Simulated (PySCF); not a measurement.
SMILES C[CH]C(C)=O (C4H7O), doublet, CAM-B3LYP/def2-SVP optimised geometry.

```
12

C     -0.57    -0.54    -3.76
C     -0.10     0.11    -2.52
C     -0.46    -0.40    -1.21
C      0.08     0.33     0.00
O     -1.18    -1.38    -1.10
H     -1.20    -1.40    -3.52
H      0.27    -0.87    -4.39
H     -1.15     0.17    -4.38
H      0.55     0.99    -2.58
H     -0.25     1.38     0.00
H     -0.29    -0.16     0.91
H      1.18     0.33     0.00
```

Density from unrestricted CAM-B3LYP/def2-TZVP in PySCF at that geometry.

Minimum of the electron density along straight lines between bonded atoms, close to the bond critical point (lines longer than 1.1 times the sum of covalent radii, or with two minima, are not listed):

```csv
bond,length / Å,ρ at the minimum / e bohr⁻³,∇²ρ there / e bohr⁻⁵,position (fraction from the first atom)
C1–C2,1.480,0.269,-0.73,0.48
C2–C3,1.447,0.295,-0.85,0.50
C3–C4,1.514,0.260,-0.69,0.51
C3–O5,1.227,0.409,-0.30,0.34
C1–H6,1.097,0.278,-0.96,0.65
C1–H7,1.104,0.268,-0.89,0.64
C1–H8,1.104,0.268,-0.89,0.64
C2–H9,1.095,0.280,-0.98,0.65
C4–H10,1.101,0.270,-0.91,0.64
C4–H11,1.097,0.277,-0.95,0.65
C4–H12,1.101,0.270,-0.91,0.64
```
